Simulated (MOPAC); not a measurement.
Input file for MOPAC: AM1 on H2 (SMILES [H][H]).

```
AM1 1SCF PRECISE CHARGE=0 THREADS=1
H2

H      0.05768313 1    -0.04244408 1     3.70773499 1
H      0.04169572 1    -0.03172354 1     2.96399164 1
```

Output:

```
*******************************************************************************
 **                                                                           **
 **                              MOPAC v23.2.5                                **
 **                                                                           **
 *******************************************************************************
 ** MOPAC's Digital Object Identifier: https://doi.org/10.5281/zenodo.6511958 **
 **                                                                           **
 ** Please cite the open-source release paper for use of this MOPAC version:  **
 ** J. E. Moussa and J. J. P. Stewart (2026)                                  **
 ** MOPAC: An open-source semiempirical molecular orbital program             **
 ** J. Open Source Softw., 11(119), 8025, https://doi.org/10.21105/joss.08025 **
 *******************************************************************************

                              AM1 CALCULATION RESULTS

 *******************************************************************************
 *  AM1        - The AM1 Hamiltonian to be used
 *
 *
 *
 *                 CHARGE ON SYSTEM = 0
 *
 *
 *
 *  PRECISE    - TIGHTER CRITERIA TO BE USED
 *  1SCF       - DO 1 SCF AND THEN STOP
 *  THREADS=1  - MULTI-THREADING NOT USED
 *  T=         - A TIME OF 172800.0 SECONDS REQUESTED
 *  DUMP=N     - RESTART FILE WRITTEN EVERY 7200.0 SECONDS REQUESTED
 *******************************************************************************
AM1 1SCF PRECISE CHARGE=0 THREADS=1
 H2

   ATOM   CHEMICAL          X               Y               Z
  NUMBER   SYMBOL      (ANGSTROMS)     (ANGSTROMS)     (ANGSTROMS)

     1       H          0.05768313  *  -0.04244408  *   3.70773499  *
     2       H          0.04169572  *  -0.03172354  *   2.96399164  *



          CARTESIAN COORDINATES

    NO.       ATOM           X           Y           Z

     1         H          0.0577     -0.0424      3.7077
     2         H          0.0417     -0.0317      2.9640

  H: (AM1): M.J.S. DEWAR ET AL, J. AM. CHEM. SOC. 107 3902-3909 (1985)

           Empirical Formula: H2  =     2 atoms



      MOLECULAR POINT GROUP   :   D*h


      RHF CALCULATION, NO. OF DOUBLY OCCUPIED LEVELS = 1


 -------------------------------------------------------------------------------
 AM1 1SCF PRECISE CHARGE=0 THREADS=1
 H2



     1SCF WAS SPECIFIED, SO BFGS WAS NOT USED
     SCF FIELD WAS ACHIEVED


                              AM1 CALCULATION
                                                       MOPAC v23.2.5 Linux




          FINAL HEAT OF FORMATION =         -3.50278 KCAL/MOL =     -14.65562 KJ/MOL


          COSMO AREA              =         27.23 SQUARE ANGSTROMS
          COSMO VOLUME            =         13.06 CUBIC ANGSTROMS

          IONIZATION POTENTIAL    =         14.507380 EV
          HOMO LUMO ENERGIES (EV) =        -14.507  4.563
          NO. OF FILLED LEVELS    =          1
          MOLECULAR WEIGHT        =          2.0158         POINT GROUP:  D*h

          MOLECULAR DIMENSIONS (Angstroms)

            Atom       Atom       Distance
            H     2    H     1     0.74399
            H     2    H     1     0.00000
            H     1    H     2     0.00000


          SCF CALCULATIONS        =          1





   ATOM   CHEMICAL          X               Y               Z
  NUMBER   SYMBOL      (ANGSTROMS)     (ANGSTROMS)     (ANGSTROMS)

     1       H          0.05768313  *  -0.04244408  *   3.70773499  *
     2       H          0.04169572  *  -0.03172354  *   2.96399164  *

                             CARTESIAN COORDINATES

   1    H        0.057683130    -0.042444080     3.707734990
   2    H        0.041695720    -0.031723540     2.963991640


           Empirical Formula: H2  =     2 atoms



      MOLECULAR POINT GROUP   :   D*h


                  EIGENVALUES
 -14.50738   4.56253


              NET ATOMIC CHARGES AND DIPOLE CONTRIBUTIONS

  ATOM NO.   TYPE          CHARGE      No. of ELECS.   s-Pop
    1          H          -0.000000        1.0000     1.00000
    2          H           0.000000        1.0000     1.00000
 DIPOLE           X         Y         Z       TOTAL
 POINT-CHG.    -0.000     0.000    -0.000     0.000
 HYBRID         0.000     0.000     0.000     0.000
 SUM           -0.000     0.000    -0.000     0.000


          ATOMIC ORBITAL ELECTRON POPULATIONS

     Atom    s
    1  H   1.00000
    2  H   1.00000

 **********************
 *                    *
 * JOB ENDED NORMALLY *
 *                    *
 **********************




 == MOPAC DONE ==
```

The run finished.

Cost: around 0.020 core-seconds (rough).
